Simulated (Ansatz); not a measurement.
Cost and result for the atomization energy of `O=CBCl` (6 atoms, 5 bonds).

Charge 0, multiplicity 1. The geometry is a stationary point of PBE0-D4/def2-TZVP. It is one conformer, not always the lowest. Program: Ansatz. All runs use 2 threads of an Intel Xeon Platinum 8375C on a shared host. Times are those of one run each, without the atoms' runs, and a repeat can differ threefold. Electronic energies, without spin–orbit coupling; frozen cores. CCSD(T)/CBS adds CCSD(T) − MP2 in def2-TZVPP to the MP2 limit, and its time is that of the two runs behind it. T1 = 0.016. B3LYP takes the VWN-RPA correlation (the form of Gaussian; ORCA's B3LYP/G). HSE06 is the plane-wave form, built on full-range PBE exchange.

CCSD(T)/CBS is a level of theory with its own doubt, some kJ/mol a heavy atom from the limit and from the frozen cores, so smaller differences don't rank the functionals.

| level | functions | wall time | atomization (kcal/mol) | difference from CCSD(T)/CBS | per bond |
| --- | --- | --- | --- | --- | --- |
| revPBE-D4/def2-TZVPP | 163 | 1.1 s | 563.0 | 7.7 | 1.5 |
| CCSD(T)/def2-SVP | 70 | 1.2 s | 532.1 | -23.2 | -4.6 |
| PBE-D4/def2-TZVPP (with forces) | 163 | 1.4 s | 580.1 | 24.8 | 5.0 |
| BHLYP-D4/def2-TZVPP | 163 | 1.6 s | 534.3 | -21.0 | -4.2 |
| HSE06-D4/def2-TZVPP | 163 | 1.7 s | 563.2 | 7.9 | 1.6 |
| B3LYP-D4/def2-TZVPP (with forces) | 163 | 1.9 s | 557.9 | 2.6 | 0.5 |
| B2PLYP/def2-TZVPP | 163 | 2.7 s | 554.0 | -1.3 | -0.3 |
| PBE-QIDH/def2-TZVPP | 163 | 2.8 s | 556.2 | 0.9 | 0.2 |
| ωB97X-V/def2-TZVPP | 163 | 4 s | 559.0 | 3.7 | 0.7 |
| B97M-V/def2-TZVPP | 163 | 4.4 s | 562.1 | 6.8 | 1.4 |
| MP2/def2-QZVPP | 301 | 7.5 s | 569.5 | 14.2 | 2.8 |
| CCSD(T)/def2-TZVPP | 163 | 16 s | 540.7 | -14.6 | -2.9 |
| CCSD(T)/CBS(def2) | – | 24 s | 555.3 | 0.0 | 0.0 |

At CCSD(T), def2-SVP lies −23.2 kcal/mol from the extrapolated value and def2-TZVPP −14.6 kcal/mol: correlation converges slowly with the basis, and small sets miss more of it in the bonded molecule than in its fragments. From PBE to PBE0 (25 % exact exchange), in def2-TZVPP and without D4, the atomization energy moves by −17.1 kcal/mol: exact exchange takes away binding that semilocal exchange gives to molecules. The D4 term adds +3.9 kcal/mol with B3LYP and +2.0 kcal/mol with PBE0; it sums over pairs of atoms, weighted by their polarisabilities, and B3LYP, whose exchange is more repulsive, gets the larger term.
